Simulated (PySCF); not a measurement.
**Ca⁺: excitation energy**

Ca⁺ [Ar] 4s1 (2S) → Ca⁺ [Ar] 4p1 (2P), as a difference of total energies. Computed with PySCF 2.14 in dyall-av2z (17s13p4d, 76 functions), with the non-relativistic Hamiltonian (point nucleus). The calculations carry no spin-orbit coupling.

| method | excitation energy (eV) |
| --- | --- |
| UHF | 2.899 |
| LDA | 2.948 |
| PBE0 | 2.810 |
| r2SCAN | 2.724 |
| wB97X | 2.841 |
| TPSS | 2.646 |
| r2SCANh | 2.762 |

**Question.** Estimate what B97-3 gives.

**Answer.** 2.768 eV, closest to r2SCANh among the rows shown.

**Question.** Estimate what PBE gives.

**Answer.** 2.777 eV, closest to r2SCANh among the rows shown.

These non-relativistic numbers lack the scalar-relativistic shift.

For comparison: 3.142 eV (measured; NIST levels, between the centres of gravity of the two terms).
